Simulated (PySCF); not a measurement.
C₆ coefficients of unlike pairs at TPSSh

Calculated with PySCF 2.14 from the dipole response of each species, C₆(A,B) = (3/π) ∫ α_A(iu) α_B(iu) du, in atomic units, from isotropic polarisabilities. For ions this is the dispersion term alone; charge-induced terms of lower order in 1/R come first.

| species | configuration | basis | relativity | α (bohr³) | C₆ (like pair) |
| --- | --- | --- | --- | --- | --- |
| Mn³⁺ | [Ar] 3d4 (5D) | aug-cc-pVQZ (9s8p6d4f3g2h) | none | 2.001 | 5.003 |
| As | [Ar] 3d10 4s2 4p3 (4S) | aug-cc-pVTZ-DK (7s6p4d2f) | spin-free X2C | 31.46 | 268.4 |
| Ba⁺ | [Xe] 6s1 (2S) | x2c-TZVPPall with one added diffuse shell each of s, p, d type (12s8p7d2f1g) | spin-free X2C | 167.8 | 1992 |
| Al³⁺ | [Ne] (1S) | dyall-acv3z (19s12p6d4f) | none | 0.2787 | 0.2606 |

Question: Estimate C₆ for Ba⁺ with Mn³⁺.

Answer: The integral gives 55.68. The combination rule 2 C_A C_B / (C_A α_B/α_A + C_B α_A/α_B) gives 44.96 and the geometric mean 99.81.

No spin-orbit coupling is included.

The other pairs:

| pair | C₆ |
| --- | --- |
| Ba⁺, As | 628.1 |
| Al³⁺, As | 4.710 |
| As, Mn³⁺ | 28.64 |
| Al³⁺, Ba⁺ | 8.845 |
| Al³⁺, Mn³⁺ | 1.057 |
